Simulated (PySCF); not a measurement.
Geometry:
| atom | x (Å) | y (Å) | z (Å) |
| --- | --- | --- | --- |
| F1 | 1.697 | -1.694 | -0.248 |
| B2 | 0.987 | -0.606 | -0.469 |
| F3 | 1.452 | 0.255 | -1.354 |
| C4 | -0.335 | -0.328 | 0.285 |
| C5 | -0.837 | 1.040 | 0.431 |
| N6 | -1.424 | 0.468 | -0.500 |
| H7 | -0.730 | -1.098 | 0.961 |
| H8 | -0.814 | 2.002 | 0.949 |

[PySCF 2.14: PBE0-D3(BJ)/def2-SVP structure; PBE0/pcSseg-1 with gauge-including orbitals; averaged over atoms made equivalent by symmetry, fast rotation or ring inversion; one computed conformer; no solvent model; non-relativistic]

Chemical shifts δ = σref − σ; 13C (184.41 ppm), 1H (31.27 ppm) vs TMS; 19F (177.25 ppm) vs CFCl3; 11B (100.73 ppm) vs BF3·OEt2; 15N (265.67 ppm) vs NH3, all at this level.

```csv
atoms,nucleus,count,Hirshfeld charge,δ (ppm)
C5,13C,1,0.06,163.1
F1/F3,19F,2,-0.14,?
H8,1H,1,0.10,9.54
N6,15N,1,-0.13,331.9
C4,13C,1,-0.10,?
B2,11B,1,0.30,27.4
H7,1H,1,0.04,0.78
```

Problem. Fill in the missing shifts.

Solution. 
- C4: 11.3 ppm, three-membered-ring carbon
- F1/F3: -70.9 ppm, fluorine bonded to B

A carbon bonded to boron is broadened by the quadrupolar boron nucleus and is often missing from a measured spectrum. Shifts are as computed. Against solution values, carbons near 30 ppm lie about +2 ppm off and those near 130 ppm about +5 ppm. Of 1211 compounds with measured shifts, 218 miss one by over three times the rms of a fit or turn the order of signals round; such compounds aren't used in these exercises. Unscaled 19F shifts against computed CFCl3 carry errors that often reach 10 to 50 ppm. Experimental scales use liquid or dissolved standards, which lie at an offset from isolated NH3 (liquid NH3: subtract about 20 ppm). Unscaled 15N shifts of sp2 nitrogen come out 20 to 40 ppm too high even then.
